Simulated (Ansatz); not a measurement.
Ansatz (a first-principles code) input for CH5AlOSe, SMILES C[O][AlH][SeH], CAM-B3LYP/def2-SVPD. The structure is a stationary point at ωB97X-D3(BJ)/def2-SVP. The structure was generated by enumeration; whether it is a known compound was not checked. Other conformers were not sampled.

Ansatz 0.2 input:
```yaml
crystal:
  periodic: [false, false, false]
  atoms:
    - {symbol: Al, position_ang: [0.02222251, -0.80326728, 0.87884701]}
    - {symbol: H, position_ang: [0.05580938, -1.14989364, 2.41085117]}
    - {symbol: O, position_ang: [0.00520826, -2.06084625, -0.25394647]}
    - {symbol: C, position_ang: [-0.02396823, -2.20619184, -1.64397417]}
    - {symbol: H, position_ang: [-0.04800921, -1.23347075, -2.17227954]}
    - {symbol: H, position_ang: [0.86709337, -2.75729361, -1.99260233]}
    - {symbol: H, position_ang: [-0.91570312, -2.77959917, -1.95254634]}
    - {symbol: Se, position_ang: [-0.00484088, 1.35821785, 0.08047947]}
    - {symbol: H, position_ang: [0.01865044, 1.90724621, 1.44068090]}
basis:
  gaussian:
    orbitals: def2-SVPD
hamiltonian:
  xc: {name: CAM-B3LYP}
```

Program output:

```
WARN ansatz: RAYON_NUM_THREADS=1 ignored (pool sized by the plan → 1); use --threads N
Functional definition: CAM-B3LYP
integrals: 0.11 GiB planned
1379 factors; their error is unknown
integrals: 0.14 GiB planned
526 factors; integrals over basis functions are off by at most 3.0e-5 eV
mean field: 1.00 GiB planned
mean field evaluation 1: about -75099.2358 eV, gradient 5.0e1 eV
mean field evaluation 2: about -75092.8496 eV, gradient 7.8e1 eV
mean field evaluation 4: about -75104.1235 eV, gradient 2.7e0 eV
mean field evaluation 8: about -75104.2992 eV, gradient 2.4e-2 eV
mean field -75104.29921281 eV, -2760.0320885483 hartree, gradient 4.9e-5 eV, S^2 0.000000; 0 other end points of the search recorded, 0 dependent functions left out
reference -75104.29935718 eV, -2760.0320938537 hartree; 33, 33 occupied and 115, 115 virtual orbitals, 1379 factors
Total energy: -75104.29935718 eV, -2760.0320938537 hartree
```

The run converged.
